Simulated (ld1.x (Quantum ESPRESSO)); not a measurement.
Building the PAW potential for hafnium (LDA (PZ), scalar-relativistic).

| Quantity | Value |
| --- | --- |
| Element | hafnium |
| Generator | ld1.x (Quantum ESPRESSO) 7.5 |
| Type | PAW |
| Functional | LDA (PZ) |
| Relativity | scalar-relativistic |
| Frozen core | [Kr] 4d10 4f14 5s2 |
| Valence charge | 10 |
| Reference configuration | 5p6 5d2 6s2 6p0 |
| Partial waves | 6s (bound): rcut 2.95, rcutus 3.25 bohr; 6s channel at 1.35 Ry: rcut 2.95, rcutus 3.25 bohr; 5p (bound): rcut 1.75, rcutus 2.10 bohr; 6p (bound, empty): rcut 1.75, rcutus 2.10 bohr; 5d (bound): rcut 1.30, rcutus 1.65 bohr; 5d channel at 2.4 Ry: rcut 1.30, rcutus 1.65 bohr; 5f channel at 0.35 Ry: rcut 2.05, rcutus 2.55 bohr; 5f channel at 1.95 Ry: rcut 2.05, rcutus 2.55 bohr |
| Local potential | all-electron potential smoothed inside 1.85 bohr (lloc = -2) |
| Core correction | a·sin(br)/r model core inside 1.15 bohr |
| Augmentation charge | BESSEL, radius 1.45 bohr |

All-electron outer shells of the reference configuration (LDA (PZ), scalar-relativistic, ld1.x):

```
shell  level (eV)  outermost node (bohr)  outermost maximum (bohr)
   5s      -67.17                   0.55                      1.01
   5p      -35.71                   0.60                      1.16
   4f      -17.03                      –                      0.45
   6s       -5.27                   1.37                      2.89
   5d       -2.87                   0.67                      1.71
   6p       -1.47                   1.66                      4.05
```

(1) Is the overlap operator S = 1 + Σ q|β⟩⟨β| positive definite (Bessel basis up to 400 Ry)?

Results:

(1) No: its lowest eigenvalue is -0.223, in the d channel, so the generalised eigenproblem breaks down once the basis is large enough.

Test run stopped at test 1 of 9 (negative rho).

The ghost test of this file was not conclusive. Its overlap operator is not positive definite in a basis up to 400 Ry (lowest eigenvalue d -0.22), so the file is unfit for use: the generalised eigenproblem breaks down once the basis is large enough, and its test numbers describe a broken file.
